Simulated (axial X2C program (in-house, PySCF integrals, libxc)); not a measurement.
Potential curves of RuH, 2c

Calculated with an in-house all-electron X2C program for linear molecules (integrals from PySCF). Two-component (2c) means X2C with spin–orbit coupling and atomic mean-field two-electron Coulomb and Gaunt terms. Basis: Ru dyall-cv3z [12s12p8d5f3g], H dyall-v3z [6s2p1d] (cores contracted in-house); Gaussian nuclei, density fitting, unrestricted open shells. Masses: Ru 101.904 u, H 1.008 u.

State: Ω = 3/2 (⟨Sz⟩ = 1.49, ⟨Lz⟩ = 0.01 at BP86). Energies in cm⁻¹ from the lowest point of each curve. Fits are polynomials in 1 − R0/R over 0.85 to 1.23 times the lowest point R0.

```tsv
R (Å)	BP86
1.3789	3345
1.4424	1415
1.4899	566
1.5374	120
1.5850	0
1.6405	190
1.6960	657
1.7673	1559
1.8544	2978
1.9812	5398
```

The state is one determinant whose occupation by symmetry is held fixed; it was picked as the lowest of a PBE0 search that is not exhaustive. Density functionals use the spin component along the axis (collinear). Other states lie close and PBE0, whose exact exchange favours high spin, may order them wrongly; the determinant shown need not be the ground state. The nearest other 2c determinant of the search, Ω = 9/2, lies 0.20 eV up at the distance of the search. With several unpaired electrons one determinant need not be a pure state. This is the top spin component of a Σ state; components of lower Ω are not single determinants and can lie lower.

(1) What are Re and ωe at the BP86 level?

## Answers

(1) At BP86, 2c: Re = 1.581 Å, ωe ≈ 2000 cm⁻¹; Be follows as 6.76 cm⁻¹.
